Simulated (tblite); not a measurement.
Compound: C₄H₁₁O₂P.
SMILES with atom numbers: `[CH3:1][P@@H:2](=[O:3])[CH2:4][CH2:5][CH2:6][OH:7]` (hydrogens: H8, H9, H10 on C1; H11 on P2; H12, H13 on C4; H14, H15 on C5; H16, H17 on C6; H18 on O7)

The geometry is computed with GFN2-xTB (gas phase).

(1) What internal coordinates does the optimisation give?

Answers

(1) 
| bond | length (Å) | order |
| --- | --- | --- |
| C1–P2 | 1.827 | single |
| P2=O3 | 1.466 | double |
| P2–C4 | 1.834 | single |
| C4–C5 | 1.523 | single |
| C5–C6 | 1.529 | single |
| C6–O7 | 1.408 | single |
| C1–H8, C1–H9, C1–H10 | 1.088 | single |
| P2–H11 | 1.392 | single |
| C4–H12 | 1.095 | single |
| C4–H13 | 1.090 | single |
| C5–H14 | 1.091 | single |
| C5–H15 | 1.095 | single |
| C6–H16 | 1.094 | single |
| C6–H17 | 1.099 | single |
| O7–H18 | 0.964 | single |

Bonds in one row agree within 0.01 Å and their mean is given. Orders are formal, as drawn. A selection of angles:
| angle | degrees |
| --- | --- |
| P2–C1–H8 | 112.0 |
| P2–C1–H9 | 108.2 |
| H8–C1–H9 | 110.2 |
| H9–C1–H10 | 108.5 |
| C1–P2–O3 | 114.0 |
| C1–P2–C4 | 105.4 |
| C1–P2–H11 | 102.7 |
| O3–P2–C4 | 114.3 |
| O3–P2–H11 | 114.5 |
| C4–P2–H11 | 104.7 |
| P2–C4–C5 | 109.9 |
| P2–C4–H12 | 107.3 |
| P2–C4–H13 | 109.3 |
| C5–C4–H12 | 110.1 |
| C5–C4–H13 | 111.3 |
| H12–C4–H13 | 108.9 |
| C4–C5–C6 | 110.9 |
| C4–C5–H14 | 109.2 |
| C4–C5–H15 | 110.0 |
| C6–C5–H14 | 107.9 |
| C6–C5–H15 | 110.2 |
| H14–C5–H15 | 108.6 |
| C5–C6–O7 | 113.1 |
| C5–C6–H16 | 109.1 |
| C5–C6–H17 | 109.8 |
| O7–C6–H16 | 105.6 |
| O7–C6–H17 | 110.7 |
| H16–C6–H17 | 108.4 |
| C6–O7–H18 | 108.7 |

Dihedral angles: C1–P2–C4–C5 -170° (antiperiplanar); P2–C4–C5–C6 -57° (synclinal); C4–C5–C6–O7 -52° (synclinal); H18–O7–C6–C5 -63° (synclinal).

P2 (phosphoryl phosphorus) is distorted tetrahedral (angles from 102.7° to 114.5°). Of the pairs four or more bonds apart, P2···H16 is among the closest relative to their van der Waals radii: 2.65 Å, 88 % of the sum of Bondi's values.

Point group: C1 (no symmetry element, even within 0.4 Å). Its GFN2-xTB frequencies are all real (lowest 27 cm⁻¹). One conformer, not necessarily the lowest (C1–P2–C4–C5 -170°, P2–C4–C5–C6 -57°, C4–C5–C6–O7 -52°, C5–C6–O7–H -63°).
